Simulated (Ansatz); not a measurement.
The same atomization along the group O, S, Se.

Computed with Ansatz on PBE0-D4/def2-TZVP structures; ΔE is electronic, products minus reactants. CBS: MP2 limit from def2 TZ/QZ plus the TZ coupled-cluster correction, frozen cores. This one scheme is used for every species, atoms too. DFT in def2-TZVPP. No spin–orbit coupling; open shells (•) take unrestricted orbitals. Spin–orbit coupling would lower the free atoms: a little for O, S; clearly for Se; strongly for Sn. def2 core potentials past Kr. For Se, Sn outer-core shells are correlated without core-valence functions, so the limit isn't a true one: a few kJ/mol of doubt a bond, and 10 to 20 or more in all where bonds break to atoms. Scalar relativity is left out up to krypton. Each species was taken in one conformer, which may not be the lowest.

| reaction | B2PLYP (kJ/mol) |
| --- | --- |
| `[OH][Sn]([OH])([OH])[OH]` → 4 H• + 4 O• + Sn• | 3108 |
| `[SH][Sn]([SH])([SH])[SH]` → 4 H• + 4 S• + Sn• | 2436 |
| `[SeH][Sn]([SeH])([SeH])[SeH]` → 4 H• + 4 Se• + Sn• | 2198 |

Give the CCSD(T)/CBS values in the same order. (Estimate.)

The calculation gave: 3212, 2536, 2320 kJ/mol.

Largest T1 diagnostic: 0.015, for `[OH][Sn]([OH])([OH])[OH]`.

For atomizations the MP2-based limit and the directly extrapolated one differ by several kJ/mol either way, and by 10 to 25 for some Ge, Se and Sn compounds, so smaller differences from it don't rank the levels.
